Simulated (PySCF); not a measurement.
**Computed properties of C₂H₈N, SMILES [NH3+]CC, charge +1**

C₂H₈N, SMILES C(C)[NH3+], charge +1. Coordinates come from a B3LYP-D3(BJ)/def2-SVP optimisation. The isomer is the one that the SMILES or the coordinates give; other isomers of the formula were not compared. The values are those of a single conformer. All values are computed for the isolated molecule unless a solvent is named; none is compared with measurement here.

**Structure.** The optimised structure has Cs symmetry. All 27 harmonic modes at B3LYP-D3(BJ)/def2-SVP (PySCF) are real, so it is a minimum. With heavy atoms numbered as in [CH3:1][CH2:2][NH3+:3], the shortest bond between them is C1–C2 at 1.515 Å and the longest C2–N3 at 1.522 Å.

**Vibrations.** The strongest infrared lines (harmonic, unscaled, degenerate partners summed) lie at 3472 cm⁻¹ (120 km/mol, H 91 %, N 9 %), 3464 cm⁻¹ (110 km/mol, H 92 %, N 8 %), 1490 cm⁻¹ (102 km/mol, H 87 %, N 12 %). The softest mode is at 230 cm⁻¹ and the zero-point energy is 67.2 kcal/mol.

**Electronic structure.** CAM-B3LYP/def2-TZVPD (PySCF) places the frontier levels at -16.71 and -4.52 eV, a gap of 12.19 eV and a mean polarisability of 32.4 bohr³. PBE/def2-TZVPD (PySCF) at the same geometry gives -13.76 and -6.05 eV, so its gap is 4.48 eV narrower. An orbital gap is neither the optical nor the fundamental gap.

**Excitations.** TDDFT-ωB97X/def2-SVPD (PySCF) has S1 at 9.94 eV (125 nm, f = 0.002, weak); the most intense of the 10 singlets computed lies at 11.69 eV (f = 0.11). T1 (TDA) is at 9.86 eV. TDDFT-PBE/def2-SVPD (PySCF) puts S1 at 7.89 eV. No vertical singlet excitation falls in the visible range (under 3.1 eV).

**NMR.** GIAO shifts at B3LYP/pcSseg-1 (PySCF) (non-relativistic, atoms alike by connectivity averaged): ¹³C from 17.1 to 51.3 ppm against TMS; ¹H from 2.3 to 4.8 ppm against TMS.

**Solvation.** SMD-PBE0/6-31G* (PySCF) gives -70.6 kcal/mol in water, -62.2 kcal/mol in ethylethanoate, -72.5 kcal/mol in methanol (1 M in both phases, gas-phase geometry); of these solvents methanol holds the molecule best.
